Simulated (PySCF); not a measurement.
## KO: energy against distance

Set-up: PySCF, no relativity, basis sets K 3-21G, O 3-21G. Energies in eV from K + O in their ground configurations at the same level. State: ²Π (doublet), unpaired electrons π ↑.

All columns are PBE0. A positive dipole means K(−)O(+).

```csv
R (Å),E (eV),μ (D),Mulliken charge on K (basis-dependent),HOMO (eV),LUMO (eV),Mayer bond order,⟨S²⟩
2.100,-0.993,-5.55,0.55,-3.32,-1.41,0.78,0.84
2.198,-1.210,-5.76,0.53,-3.33,-1.45,0.81,0.85
2.296,-1.321,-5.93,0.51,-3.33,-1.49,0.83,0.87
2.369,-1.358,-6.03,0.50,-3.32,-1.51,0.84,0.89
2.442,-1.368,-6.10,0.48,-3.31,-1.53,0.85,0.90
2.515,-1.358,-6.15,0.46,-3.29,-1.55,0.85,0.92
2.613,-1.325,-6.18,0.44,-3.28,-1.58,0.85,0.95
2.735,-1.262,-6.17,0.42,-3.26,-1.61,0.83,1.00
2.882,-1.171,-6.12,0.39,-3.24,-1.63,0.80,1.05
3.077,-1.038,-5.99,0.35,-3.22,-1.66,0.75,1.13
```

A fit through these points gives, at Re = 2.439 Å, μ = -6.10 D and dμ/dR = -0.845 D/Å; the reduced mass is 11.34 u.

Problem. How strong is the fundamental in the double-harmonic approximation, I = 42.26·(dμ/dR)²/μred km/mol?

Solution. I = 42.26·(-0.845)²/11.34 = 2.66 km/mol at PBE0.

⟨S²⟩ of the unrestricted solution departs from its pure value on part of the curve, where spin states mix. 3-21G is very small, so such numbers show the basis as much as the molecule. The state is the lowest determinant that a PBE0 search found; another state may lie lower at other levels.
